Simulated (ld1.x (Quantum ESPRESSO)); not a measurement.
What one change does to a pseudopotential (ruthenium, TM)

Ru (Z = 44), norm-conserving Troullier–Martins (Kleinman–Bylander form), made with ld1.x (Quantum ESPRESSO) 7.5 (LDA (PZ), fully relativistic). Core [Ar] 3d10 4s2, reference 4p6 4d7 5s1 5p0. Waves: 5s (bound): rc 3.00 bohr; 4p (bound): rc 1.35 bohr; 4d (bound): rc 1.60 bohr. Local part: all-electron potential smoothed inside 1.25 bohr (lloc = -1). Core correction: Bessel-smoothed model core inside 1.40 bohr.

Open shells are filled in proportion to 2j + 1 (rel_dist='average').

All-electron outer shells of the reference configuration (LDA (PZ), scalar-relativistic, ld1.x):

| shell | level (eV) | outermost node (bohr) | outermost maximum (bohr) |
| --- | --- | --- | --- |
| 3d | -273.50 | – | 0.30 |
| 4s | -76.44 | 0.48 | 0.91 |
| 4p | -46.53 | 0.49 | 0.98 |
| 4d | -5.40 | 0.48 | 1.21 |
| 5s | -4.52 | 1.24 | 2.73 |
| 5p | -1.04 | 1.41 | 3.82 |

Change: wave 4p (bound): rc 1.35 bohr becomes 4p (bound): rc 1.74 bohr.

Cutoffs: the cutoffs (Ry, on a coarse ladder) from which the occupation-weighted sum of valence levels, in a spherical-Bessel basis at the reference potential, stays within 10 and 1 mRy of its value at 400 Ry; they do not see the model core or the augmentation charge, which bear on the density cutoff. Errors are all-electron minus pseudo energies relative to the spin-unpolarised reference configuration.

Question: What does the change do?

Answer: The potential gets softer (70 Ry and 120 Ry → 55 Ry and 70 Ry); both files keep a bound ghost (s); of the 7 tests that both files solve, the error grows in 3 and shrinks in 0 by more than 15 % and 0.3 meV (median size 8.5 → 8.3 meV); the range in which the p3/2 phases agree narrows (upper end 3.3 → -0.0). A larger radius leaves more room for a smooth pseudo-wave, so fewer plane waves are needed. More of the atom is replaced by a form fitted at one configuration, so other configurations suffer.

| quantity | base | changed |
| --- | --- | --- |
| cutoff, loose | 70 Ry | 55 Ry |
| cutoff, tight | 120 Ry | 70 Ry |
| loose cutoff by channel (10 mRy a level) | s 6 Ry, p 50 Ry, d 45 Ry | s 6 Ry, p 30 Ry, d 45 Ry |
| bound ghosts | s | s |
| error for 4p6 4d7 5s0 5p0, meV [ΔE 7.61 eV] | -8.5 | -8.3 |
| error for 4p6 4d6 5s0 5p0, meV [ΔE 26.05 eV] | +0.7 | +0.6 |
| error for 4p6 4d5 5s0 5p0, meV [ΔE 56.90 eV] | +4.9 | +7.4 |
| error for 4p6 4d8 5s0 5p0, meV [ΔE -0.27 eV] | -12 | -12 |
| error for 4p6 4d6 5s1 5p1, meV [ΔE 5.65 eV] | +40 | +77 |
| error for 4p6 4d7 5s0 5p1, meV [ΔE 3.58 eV] | +17 | +42 |
| error for 4p6 4d7.5 5s0.5 5p0, meV [ΔE -0.28 eV] | -3.2 | -3.1 |
| s: phases at 3.27 bohr within 0.05 rad from the reference energy up to (Ry; the scan ends near 5) | 0.9 | 0.9 |
| p1/2: phases at 3.27 bohr within 0.05 rad from the reference energy up to (Ry; the scan ends near 5) | n/a | n/a |
| p3/2: phases at 3.27 bohr within 0.05 rad from the reference energy up to (Ry; the scan ends near 5) | 3.3 | -0.0 |
| d3/2: phases at 3.27 bohr within 0.05 rad from the reference energy up to (Ry; the scan ends near 5) | to the end of the scan | to the end of the scan |
| d5/2: phases at 3.27 bohr within 0.05 rad from the reference energy up to (Ry; the scan ends near 5) | to the end of the scan | to the end of the scan |

 A true bound ghost makes a file unfit for plane-wave use even where its test errors are small: the radial tests pick states by their node count and pass the ghost by.
